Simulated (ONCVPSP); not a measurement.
**thulium (Tm): excitation energies, all-electron against ONCV**

thulium, optimised norm-conserving Vanderbilt (ONCV), made with ONCVPSP 4.0.1 (PBE, non-relativistic). Core [Kr] 4d10 4f12, reference 5s2 5p6 5d1 6s1 (charge +1). Waves: 5s+6s: rc 2.55 bohr, ncon 4, nbas 8, qcut 6.1 1/bohr, 2 projectors; 5p: rc 2.15 bohr, ncon 4, nbas 7, qcut 5.6 1/bohr, 3 projectors, debl 0.5 Ha; 5d: rc 2.35 bohr, ncon 4, nbas 7, qcut 3.6 1/bohr, 3 projectors, debl 3.5 Ha; f scattering state at 0.15 Ha: rc 2.70 bohr, ncon 4, nbas 7, qcut 4.6 1/bohr, 2 projectors, debl 1.9 Ha. Local part: polynomial inside 1.40 bohr (lpopt 5, dvloc0 4 Ha). Core correction: Teter function, fcfact 5.5, rcfact 1.3.

In the p channel the program set the typed energies aside and used -1.302, 0.250, 0.750 Ha.

Energies are relative to the spin-unpolarised reference configuration 5s2 5p6 5d1 6s1; without spin polarisation the order of configurations can differ from experiment.

Question: Give the all-electron excitation energy and the error of the potential for: 5s2 5p6 5d1 6s2; 5s2 5p6 5d1 6s0; 5s2 5p6 5d0 6s0; 5s2 5p6 5d2 6s1.

Answer:

| valence configuration | charge | ΔE all-electron (eV) | error AE − PS (meV) |
| --- | --- | --- | --- |
| 5s2 5p6 5d1 6s2 | 0 | -6.499 | +2.9 |
| 5s2 5p6 5d1 6s0 | +2 | 11.886 | +10 |
| 5s2 5p6 5d0 6s0 | +3 | 32.465 | +10 |
| 5s2 5p6 5d2 6s1 | 0 | -5.053 | -1.6 |

Levels in the configuration 5s2 5p6 5d1 6s2:

```tsv
level	all-electron (eV)	pseudo (eV)
5s	-48.784	-48.742
5p	-29.108	-29.086
5d	-2.831	-2.831
6s	-4.005	-4.008
```
